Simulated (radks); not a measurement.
The numbers below are computed, except where a source is named.
Question: The mean radii <r> (bohr) of the occupied orbitals of an atom or ion are listed with their occupations. Code: a radial shooting solver on a logarithmic mesh with Libxc functionals. Model: Dirac Kohn-Sham, PBE, spin-unpolarised, spherical densities, finite nucleus; Fermi nuclear charge, rms radius of each element as measured or else 0.836 A^(1/3) + 0.57 fm.

orbital  occ.      <r>
1s1/2       2  0.01774
2s1/2       2  0.07427
2p1/2       2  0.06130
2p3/2       4  0.06950
3s1/2       2   0.1934
3p1/2       2   0.1835
3p3/2       4   0.1986
3d3/2       4   0.1734
3d5/2       6   0.1781
4s1/2       2   0.4318
4p1/2       2   0.4357
4p3/2       4   0.4692
4d3/2       4   0.4824
4d5/2       6   0.4937
5s1/2       2    1.005
5p1/2       2    1.093
4f5/2       6   0.5519
4f7/2       8   0.5600
5p3/2       4    1.189
5d3/2       2    1.583
5d5/2       3    1.628

Name the element and its charge. Open shells, if any, are shared by 2j + 1.

Answer: Z = 76, osmium, charge +3: Os3+ in [Xe] 4f14 5d5. The 1s radius gives Z: for a bare nucleus <r> = (2 gamma + 1)/(2Z) with gamma = sqrt(1 - (Z/c)^2), 0.01753 bohr for Z = 76, and screening makes it slightly larger (0.01774 here). The occupations add up to 73, and the charge is Z minus that.
